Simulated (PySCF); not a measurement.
Electron correlation in I³⁺ (iodine, charge +3)

[Kr] 4d10 5s2 5p2, high-spin 3P determinant. All numbers are calculated (PySCF 2.14, scalar relativity through the core potential, in aug-cc-pVTZ-PP with ECP28MDF (6s5p4d2f, 55 functions)). Frozen: 4s2 4p6 4d10; 4 electrons correlated.

```tsv
level	correlation energy (mhartree)
CCSD	-62.62
(T)	-1.17
CCSD(T)	-63.79
CCSDT	-64.11
```

Diagnostics: T1 = 0.0056, D1 = 0.0149, largest double amplitude 0.089.

Cost of the coupled-cluster step: of the order of 1.6 core-seconds, for 4 correlated electrons.

Iterations:

```
CC2 = 0
CCSD nocc = (np.int64(3), np.int64(1)), nmo = (46, 46)
frozen orbitals [[0, 1, 2, 3, 4, 5, 6, 7, 8], [0, 1, 2, 3, 4, 5, 6, 7, 8]]
max_cycle = 100
direct = 0
conv_tol = 1e-08
conv_tol_normt = 1e-06
diis_space = 8
diis_start_cycle = 0
Init t2, MP2 energy = -0.0492919382594646
Init E_corr(UCCSD) = -0.0492919382631923
cycle = 1  E_corr(UCCSD) = -0.0590647127952219  dE = -0.00977277453  norm(t1,t2) = 0.0365239
cycle = 2  E_corr(UCCSD) = -0.0614479871445222  dE = -0.00238327435  norm(t1,t2) = 0.0125004
cycle = 3  E_corr(UCCSD) = -0.0626346527920672  dE = -0.00118666565  norm(t1,t2) = 0.0051206
cycle = 4  E_corr(UCCSD) = -0.0626155770855054  dE = 1.90757066e-05  norm(t1,t2) = 0.000708378
cycle = 5  E_corr(UCCSD) = -0.0626196059769955  dE = -4.02889149e-06  norm(t1,t2) = 8.68356e-05
cycle = 6  E_corr(UCCSD) = -0.0626189310161814  dE = 6.74960814e-07  norm(t1,t2) = 1.32786e-05
cycle = 7  E_corr(UCCSD) = -0.0626192137747758  dE = -2.82758594e-07  norm(t1,t2) = 1.72065e-06
cycle = 8  E_corr(UCCSD) = -0.0626191399220031  dE = 7.38527727e-08  norm(t1,t2) = 2.76967e-07
cycle = 9  E_corr(UCCSD) = -0.0626191443925824  dE = -4.47057928e-09  norm(t1,t2) = 4.96535e-08
UCCSD converged
E(UCCSD) = -292.6274933612752  E_corr = -0.06261914439258241
UCCSD(T) correction = -0.00117153378145372
```
